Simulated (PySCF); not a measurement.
C₈H₁₁OP.
Numbering: `[CH3:1][C:2](=[O:3])[CH2:4][P:5]1[CH:6]=[CH:7][CH2:8][CH:9]=[CH:10]1`

NICS is the negative of the GIAO shielding at a point without a nucleus: at the ring centre (0) and 1 Å above and below it (1); zz is the component along the ring normal. Level: GIAO PBE0/pcSseg-1 (PySCF, non-relativistic, gas phase) on the GFN2-xTB geometry, one conformer.

Ring bond lengths (Å), with Mayer bond orders in brackets: P5–C6 1.814 (0.94), C6–C7 1.326 (1.91), C7–C8 1.500 (1.05), C8–C9 1.500 (1.05), C9–C10 1.325 (1.92), C10–P5 1.812 (0.94).

Task: Give the NICS values of each ring in ppm.

Result: 
| ring | type | NICS(0) | NICS(1), two faces | NICS(1)zz, two faces | rms pucker (Å) | centre to ring atoms, mean (Å) |
| --- | --- | --- | --- | --- | --- | --- |
| P5–C6–C7–C8–C9–C10 | 6-membered ring with P; formal bonds 2 double, 4 single | -2.2 | -2.2 / -4.9 | -1.3 / -5.0 | 0.23 | 1.51 |

Task: What do they say, and how far can they be read as aromaticity?

Result: 
- P5–C6–C7–C8–C9–C10: mean NICS(1)zz -3.1 ppm, shielded. C8 has four or more neighbours, and the NICS criterion for π rings isn't applied. The two faces differ by 3.7 ppm, so no symmetry operation interchanges them.

Task: What is the mean of the two in-plane components of NICS at the first NICS(1) probe listed for ring P5–C6–C7–C8–C9–C10, 1 Å off the ring?

Result: The isotropic value is a third of the trace: (3 × -2.2 − (-1.3))/2 = -2.7 ppm.

Shape of the structure used: `[CH3:1][C:2](=[O:3])[CH2:4][P:5]1[CH:6]=[CH:7][CH2:8][CH:9]=[CH:10]1`: C1–C2–C4–P5 79°, C2–C4–P5–C6 167°.
